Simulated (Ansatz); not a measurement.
`F[SiH2]C[SiH3]` and `[SiH3]C[SiH2][TeH]` differ in one atom or group.

Ansatz, PBE0-D4/def2-TZVP geometries, multiplicity 1. Each molecule was computed in one conformer, which needn't be the lowest.

Elements past krypton have def2 core potentials.

```json
{"property": "LUMO energy (PBE/def2-TZVPP) / eV", "`F[SiH2]C[SiH3]`": "-0.67"}
{"property": "HOMO–LUMO gap (ωB97M-V/def2-TZVPP) / eV", "`F[SiH2]C[SiH3]`": "12.94"}
{"property": "HOMO–LUMO gap (B3LYP/def2-TZVPP) / eV", "`F[SiH2]C[SiH3]`": "8.67"}
{"property": "HOMO–LUMO gap (PBE/def2-TZVPP) / eV", "`F[SiH2]C[SiH3]`": "6.93"}
{"property": "HOMO energy (PBE/def2-TZVPP) / eV", "`F[SiH2]C[SiH3]`": "-7.60"}
{"property": "HOMO energy (B3LYP/def2-TZVPP) / eV", "`F[SiH2]C[SiH3]`": "-8.69"}
```

Problem. What does the change do to each property? (Estimate.)

Solution. The calculation gave: 
```tsv
property	`[SiH3]C[SiH2][TeH]`	shift
LUMO energy (PBE/def2-TZVPP) / eV	-1.37	-0.70
HOMO–LUMO gap (ωB97M-V/def2-TZVPP) / eV	9.79	-3.15
HOMO–LUMO gap (B3LYP/def2-TZVPP) / eV	5.47	-3.20
HOMO–LUMO gap (PBE/def2-TZVPP) / eV	4.09	-2.84
HOMO energy (PBE/def2-TZVPP) / eV	-5.46	2.14
HOMO energy (B3LYP/def2-TZVPP) / eV	-6.25	2.44
```

With PBE0 the HOMO rises by 2.42 eV and the LUMO falls by 0.76 eV, so the gap narrows by about 3.18 eV. PBE moves the HOMO by 2.14 eV and ωB97M-V by 2.54 eV.

B3LYP here is the variant with VWN-RPA as its local correlation; programs differ in this.

Spin–orbit coupling is left out; it splits and shifts lone-pair levels of the heavy atoms by tenths of an eV.
